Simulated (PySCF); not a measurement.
# Static response to an electric field

Compound: C₃H₁₁NO₂Si.
Structure used (GFN2-xTB), in Å, numbered top down from 1:
```xyz
18
C3H11NO2Si angstrom
C     -0.303    2.628   -0.074
N      0.467    1.450   -0.395
Si     0.009   -0.139    0.055
O      0.927   -1.257   -0.684
C      2.301   -1.458   -0.569
O     -1.490   -0.255   -0.534
C     -2.300   -1.389   -0.611
H     -0.052    3.036    0.911
H     -1.354    2.354   -0.077
H     -0.135    3.401   -0.826
H      1.454    1.650   -0.437
H      0.031   -0.409    1.503
H      2.535   -2.443   -0.975
H      2.848   -0.699   -1.135
H      2.623   -1.414    0.475
H     -3.127   -1.165   -1.288
H     -1.741   -2.245   -0.992
H     -2.702   -1.639    0.375
```

Level: PBE0/def2-SVPD (PySCF), static field, nuclei fixed, core orbitals frozen in the response. The polarisability tensor in these axes (au):

```
x   81.64 -0.91 -0.23
y   -0.91 83.74  0.98
z   -0.23  0.98 67.76
```

Problem. Diagonalise the tensor; give its mean and Δα, where Δα² is half the sum of the squared differences of the eigenvalues.

Solution. Principal values 67.70, 81.31 and 84.14 au; mean 77.71 au = 11.52 Å³ = 12.81 × 10⁻⁴⁰ C²·m²/J; Δα = 15.22 au (20 % of the mean).

Problem. What is the dipole moment, and where does it point?

Solution. (1.22, 0.02, 0.70) D, 1.41 D in size, pointing from the negative to the positive side. Measured along this direction, the outermost atoms are H16 at the negative end and H15 at the positive end.

Problem. What would n − 1 = 2πNα be for an ideal gas of these molecules at 298.15 K and 1 atm, electronic part alone?

Solution. N = p/kT = 2.4615 × 10¹⁹ cm⁻³, so n − 1 = 2π × N × 11.52 × 10⁻²⁴ cm³ = 1781 × 10⁻⁶ at long wavelengths.

Problem. Directions of the eigenvectors, and the extent of the frame along each?

Solution. Largest value along (-0.35, 0.94, 0.06), where the nuclei span 6.40 Å; middle along (0.94, 0.35, 0.01), 5.77 Å; least along (0.01, -0.06, 1.00), 2.78 Å. The response follows the extents in order.

Problem. What depolarisation ratio follows for Rayleigh scattering of linearly polarised light, taking the static tensor?

Solution. ρ = 3Δα²/(45ᾱ² + 4Δα²) = 695.2/(271769 + 926.9) = 0.00255.

Problem. In a dilute gas of rigid molecules at 500 K, how does the orientational term μ²/3kT compare with the electronic polarisability?

Solution. In Gaussian units μ²/3kT = 9.62 Å³ against 11.52 Å³, a ratio of 0.84; the Debye molar polarisation (4π/3)N_A(α + μ²/3kT) is 53.3 cm³/mol, leaving out the vibrational part.

Problem. What are the principal values of the traceless quadrupole moment, Θ = ½Σq(3rr − r²1), about the centre of nuclear charge?

Solution. -7.40, 0.01, 7.39 D·Å. The values depend on the origin, since the dipole doesn't vanish. The electronic extent ⟨r²⟩ about the same centre is 1142 bohr², a root-mean-square distance of 2.20 Å for the 66 electrons.

Geometry: GFN2-xTB, one conformer, isolated molecule.
